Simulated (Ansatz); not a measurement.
CuH₂S₂⁺, that is Cu(SH)2 with one electron fewer, relaxed as a triplet with UKS PBE0-D4/def2-TZVP in Ansatz, starting from the PBE0-D4/def2-TZVP geometry of the neutral doublet. Force threshold 0.02 eV/Å.

Start:

```tsv
atom	x (Å)	y (Å)	z (Å)
Cu1	0.004	-0.004	0.001
S2	-1.644	-1.188	0.602
H3	-1.590	-0.829	1.898
S4	1.647	1.184	-0.601
H5	1.584	0.837	-1.900
```

| step | energy (eV) | largest force component (eV/Å) | SCF passes |
| --- | --- | --- | --- |
| 1 | -66323.0460 | 0.859 | 20 |
| 2 | -66323.1124 | 0.369 | 26 |
| 3 | -66323.1251 | 0.052 | 27 |
| 4 | -66323.1255 | 0.013 | 20 |
| 5 | -66323.1256 | 0.006 | 20 |
| 6 | -66323.1259 | 0.015 | 27 |
| 7 | -66323.1271 | 0.045 | 31 |
| 8 (rejected) | -66323.0782 | 1.132 | 30 |
| 9 | -66323.1326 | 0.108 | 31 |
| 10 | -66323.1362 | 0.372 | 31 |
| 11 | -66323.1561 | 0.110 | 31 |
| 12 | -66323.1575 | 0.046 | 28 |
| 13 | -66323.1581 | 0.040 | 27 |
| 14 | -66323.1609 | 0.013 | 31 |

Force components are those of the run's own axes.

End:

```xyz
5

Cu    0.1473   -0.1828    0.0429
S    -1.4528   -1.4403    0.8438
H    -1.9569   -0.5486    1.7279
S     1.8946    0.8923   -0.7149
H     1.3678    1.2794   -1.8997
```

By distances, no bond broke or formed. The bond that changes most is Cu1–S4, from 2.12 to 2.19 Å (atoms count from 1).

The force fell under the threshold at step 4, but the optimiser went on and released 0.035 eV more. No frequencies were taken in this run, so the end may be a saddle point.

Hardware: 4 threads of Arm Neoverse V1 on a shared host. Wall time 36 s.
